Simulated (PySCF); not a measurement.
# C6H11OSi: g tensor and hyperfine couplings

C6H11OSi (doublet state).
Geometry (GFN2-xTB, Å), atoms numbered from 1 in this order:
```
atom  x, y, z in Å
C1     0.430    1.864    0.438
C2     0.455    0.543    0.347
O3     1.591   -0.163    0.126
Si4    3.138    0.233   -0.162
C5    -0.721   -0.385    0.439
C6    -2.148    0.168    0.633
C7    -2.534   -0.510   -0.627
C8    -1.166   -1.000   -0.915
H9    -0.477    2.408    0.612
H10    1.334    2.439    0.343
H11    3.683   -1.101   -0.355
H12    3.253    1.080   -1.351
H13    3.728    0.936    0.980
H14   -0.476   -1.163    1.166
H15   -2.227    1.258    0.611
H16   -2.659   -0.172    1.540
H17   -3.489   -0.769   -1.038
H18   -0.680   -0.543   -1.784
H19   -1.044   -2.084   -1.008
```

The hyperfine couplings belong to this conformer and change with its torsions.

Identity: `C=C(O[SiH3])C1C[CH]C1` [radical].

Computed, not measured: PySCF 2.14.0, UKS B3LYP, pcH-1 on C H O Si, non-relativistic, mean-field spin-orbit, GIAO. Isolated species at its GFN2-xTB geometry (one conformer only). GFN2-xTB frequencies show an imaginary mode (37i cm⁻¹), so this geometry is no minimum at that level. A GFN2-xTB geometry isn't a minimum of the functional, and hyperfine couplings can be far from their values at a DFT geometry. The SCF solution wasn't tested for stability.

| Item | Value |
| --- | --- |
| g1, g2, g3 | 2.00216, 2.00288, 2.00299 |
| g_iso | 2.00268 |
| Form of g | close to axial: the two nearest values differ by 13 % of g3 − g1 |
| ⟨S²⟩ | 0.7542 (exact 0.7500) |
| HOMO–LUMO gap, α and β orbitals | 5.42, 5.23 eV |

Hyperfine couplings atom by atom, in MHz; T1 to T3 are the principal values of the dipolar part; ρ(0) is the spin density at the nucleus:

| atom | isotope | a_iso | of which spin–orbit | T1 | T2 | T3 | Mulliken spin population | ρ(0) (bohr⁻³) |
| --- | --- | --- | --- | --- | --- | --- | --- | --- |
| C1 | 13C | 2.1 | 0.0 | -0.4 | -0.2 | 0.5 | 0.00 | 0.0018 |
| C2 | 13C | -1.8 | 0.0 | -0.4 | -0.3 | 0.8 | 0.00 | -0.0016 |
| O3 | 17O | -0.8 | 0.0 | -0.3 | 0.1 | 0.2 | 0.00 | 0.0014 |
| Si4 | 29Si | 0.0 | 0.0 | -0.2 | 0.1 | 0.1 | 0.00 | 0.0000 |
| C5 | 13C | 8.0 | 0.0 | -1.6 | -1.5 | 3.0 | 0.01 | 0.0072 |
| C6 | 13C | -35.0 | 0.0 | -2.8 | 0.4 | 2.4 | -0.09 | -0.0312 |
| C7 | 13C | 102.0 | -0.1 | -81.0 | -79.7 | 160.7 | 1.01 | 0.0908 |
| C8 | 13C | -35.6 | 0.0 | -2.8 | 0.4 | 2.4 | -0.09 | -0.0317 |
| H9 | 1H | 0.1 | 0.0 | -1.8 | -1.2 | 2.9 | 0.00 | 0.0000 |
| H10 | 1H | 0.5 | 0.0 | -0.7 | -0.6 | 1.3 | 0.00 | 0.0001 |
| H11 | 1H | 0.0 | 0.0 | -0.3 | -0.3 | 0.7 | 0.00 | 0.0000 |
| H12 | 1H | 0.0 | 0.0 | -0.4 | -0.4 | 0.7 | 0.00 | 0.0000 |
| H13 | 1H | 0.0 | 0.0 | -0.3 | -0.3 | 0.5 | 0.00 | 0.0000 |
| H14 | 1H | -4.7 | 0.0 | -2.8 | -2.5 | 5.3 | 0.00 | -0.0010 |
| H15 | 1H | 126.6 | 0.0 | -5.0 | -4.1 | 9.1 | 0.05 | 0.0283 |
| H16 | 1H | 106.6 | 0.0 | -4.5 | -3.4 | 7.9 | 0.05 | 0.0239 |
| H17 | 1H | -61.7 | 0.0 | -38.3 | -0.3 | 38.6 | -0.04 | -0.0138 |
| H18 | 1H | 129.9 | 0.0 | -4.9 | -4.1 | 9.0 | 0.05 | 0.0291 |
| H19 | 1H | 102.9 | 0.0 | -4.5 | -3.3 | 7.8 | 0.04 | 0.0230 |

Largest spin populations (Mulliken): C7 (+1.01), C8 (-0.09) and C6 (-0.09). C7 is the only atom above +0.15. The angles at C7 add up to 358.3°, so it is nearly planar; its axial dipolar tensor and the negative coupling of its proton fit spin in a p orbital normal to that plane.

Axes: g3 points within 5° of the C7–H17 bond.

Under fast tumbling the dipolar parts average out, and these isotropic splittings remain: 2 × 1H (H15/H18, I = 1/2, 3 lines) with 4.58 mT, 2 × 1H (H16/H19, I = 1/2, 3 lines) with 3.74 mT, 1 × 1H (H17, I = 1/2, 2 lines) with 2.20 mT and 1 × 1H (H14, I = 1/2, 2 lines) with 0.17 mT.

Means are taken over nuclei equivalent by connectivity, which assumes that they swap fast.

The 13C coupling of C7 (102.0 MHz) shows only in satellite lines or after enrichment, since that isotope makes up about 1.07 % of natural carbon.

β density exceeds α density at some nuclei, such as C6/C8 (-0.0314), H17 (-0.0138) and C2 (-0.0016), spin density in bohr⁻³. In a single determinant that takes different orbitals for the two spins, that is spin polarisation.

The run took 3.0 min wall (with the writing of density and orbital grids) on an Arm Neoverse N1 with one thread, shared host, and the process peaked at 1.0 GiB of memory.
